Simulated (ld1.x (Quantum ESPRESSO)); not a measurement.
Rb: excitation energies, all-electron against PAW

| Quantity | Value |
| --- | --- |
| Element | Rb (Z = 37) |
| Generator | ld1.x (Quantum ESPRESSO) 7.5 |
| Type | PAW |
| Functional | LDA (PZ) |
| Relativity | fully relativistic |
| Frozen core | [Ar] 3d10 |
| Valence charge | 9 |
| Reference configuration | 4s2 4p6 4d0 5s0 5p0 (charge +1) |
| Partial waves | 4s (bound): rcut 1.95, rcutus 2.18 bohr; 5s (bound, empty): rcut 1.95, rcutus 2.18 bohr; 4p (bound): rcut 2.25, rcutus 2.65 bohr; 5p (bound, empty): rcut 2.25, rcutus 2.65 bohr; 4d (bound, empty): rcut 2.40, rcutus 3.25 bohr; 4d channel at 0.9 Ry: rcut 2.40, rcutus 3.25 bohr |
| Local potential | all-electron potential smoothed inside 2.00 bohr (lloc = -1) |
| Core correction | Bessel-smoothed model core inside 2.00 bohr |
| Augmentation charge | PSQ, inside the norm-conserving radii |

Open shells are filled in proportion to 2j + 1 (rel_dist='average').

Energies are relative to the spin-unpolarised reference configuration 4s2 4p6 4d0 5s0 5p0; without spin polarisation the order of configurations can differ from experiment.

Give the all-electron excitation energy and the error of the potential for: 4s2 4p6 4d0 5s1 5p0; 4s2 4p6 4d0 5s0.5 5p0; 4s2 4p6 4d0 5s0 5p1; 4s2 4p6 4d0.5 5s0.5 5p0; 4s1 4p6 4d0 5s1 5p0; 4s2 4p6 4d1 5s0 5p0; 4s2 4p5 4d0 5s1 5p0.

| valence configuration | charge | ΔE all-electron (eV) | error AE − PS (meV) |
| --- | --- | --- | --- |
| 4s2 4p6 4d0 5s1 5p0 | 0 | -4.277 | +0.1 |
| 4s2 4p6 4d0 5s0.5 5p0 | +0.5 | -2.618 | 0.0 |
| 4s2 4p6 4d0 5s0 5p1 | 0 | -2.657 | +0.1 |
| 4s2 4p6 4d0.5 5s0.5 5p0 | 0 | -3.120 | -12 |
| 4s1 4p6 4d0 5s1 5p0 | +1 | 33.551 | +47 |
| 4s2 4p6 4d1 5s0 5p0 | 0 | -1.961 | -24 |
| 4s2 4p5 4d0 5s1 5p0 | +1 | 16.972 | +6.7 |

Levels in the configuration 4s2 4p6 4d0 5s1 5p0:

```csv
level,all-electron (eV),pseudo (eV)
4s j=1/2,-31.954,-31.956
4p j=1/2,-16.636,-16.637
4p j=3/2,-15.739,-15.740
5s j=1/2,-2.365,-2.365
```

The ghost test of this file was not conclusive.
